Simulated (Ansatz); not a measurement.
A structure relaxed at PBE0-D4/def2-TZVP, charge 0, multiplicity 1:

Cartesian coordinates in Å:
```
N 0.7089 -1.7310 0.2717
Nb 0.3944 0.1881 -0.1326
N -0.9256 0.3731 -1.6052
N -0.2488 1.1360 1.4901
O 1.8596 0.8868 -0.6253
H 1.6222 -2.1608 0.2727
H 0.0017 -2.4377 0.4116
H -1.9210 0.2170 -1.5413
H -0.6976 0.7356 -2.5193
H -0.9885 0.8338 2.1071
H 0.1947 1.9591 1.8705
```

(1) Give its formula and SMILES.

(2) Point group (tolerance 0.08 Å, 0.16 Å for H)?

(3) Summarise the bond lengths by kind.

Answers

(1) H6N3NbO, `[NH2][Nb]([NH2])([NH2])=[O]`.

(2) C3.

(3) 3 × N–Nb 1.986 Å; 6 × H–N 1.009 to 1.010 Å; 1 × Nb–O 1.696 Å.

All numbers were calculated with Ansatz.
